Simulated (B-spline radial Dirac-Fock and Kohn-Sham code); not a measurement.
## La⁴¹⁺: eigenvalues, ΔSCF and the reference

System: lanthanum as La⁴¹⁺, [Ne] 3s2 3p4.

The density-functional columns are spherical, spin-unpolarised Dirac-Kohn-Sham results without Breit or QED terms: −ε is minus the orbital energy of the initial state and ΔSCF the difference of two total energies. The reference in the last column comes from multi-electron Dirac-Fock with separately optimised hole states, Breit and Lamb-shift corrections added in first order. All numbers are from a radial B-spline solver, in eV; a selection of levels is shown. The Kohn-Sham columns are given as differences from the reference. For the 1s level of heavy atoms much of the gap between ΔSCF and the reference is the Breit and QED part, -148.2 eV here; for other levels the error of the functional can be larger.

```csv
level,LDA −ε − DF,LDA ΔSCF − DF,Dirac-Fock
1s,-299.5,+137.8,41470.9
2s,-146.9,-41.0,8701.4
2p1/2,-111.0,+15.7,8347.1
3s,-50.4,-6.0,3361.9
3p,-40.0,+5.8,3164.7
```

Values without a named source are computed, but for edge energies of neutral atoms, which are taken from tables.
